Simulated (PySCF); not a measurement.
A parent and its derivatives

Level of theory: TDDFT B3LYP/def2-SVPD, vertical, gas phase, core orbitals frozen in the response in PySCF 2.14.0, density-fitted response routines. Geometries: GFN2-xTB; one conformer of each isolated species. Triplets are in the Tamm–Dancoff approximation.

Parent: `N#CC[SiH]([SiH3])[SiH3]`, with lowest singlet excitation energy 6.47 eV, mean static polarisability 114.8 au, HOMO energy -8.35 eV, LUMO energy -1.07 eV. Its spectrum: 192 nm (f 0.094); 188 nm (f 0.020); 181 nm (f 0.154); 179 nm (f 0.016); 176 nm (f 0.010).

Shifts from the parent:

| change | SMILES | Δ S1 (eV) | Δ α (au) | Δ HOMO (eV) | Δ LUMO (eV) |
| --- | --- | --- | --- | --- | --- |
| Si replaced by C | C[Si@H]([SiH3])CC#N | +0.49 | -19.0 | +0.02 | +0.59 |
| O inserted into a C-Si bond | N#CCO[SiH]([SiH3])[SiH3] | -0.88 | +4.4 | +0.31 | -0.41 |

Predict the same shifts for this change: Si replaced by C (`N#CCC([SiH3])[SiH3]`).

Δ lowest singlet excitation energy +0.74 eV, Δ mean static polarisability -21.9 au, Δ HOMO energy -0.26 eV, Δ LUMO energy +0.60 eV. Spectrum: 172 nm (f 0.038); 162 nm (f 0.019); 161 nm (f 0.013); 158 nm (f 0.024); 157 nm (f 0.021). S1 falls most with O inserted into a C-Si bond (-0.88 eV), and it rises most with Si replaced by C (+0.74 eV). S1 is simply the lowest singlet of each species and needn't be the same kind of state throughout.
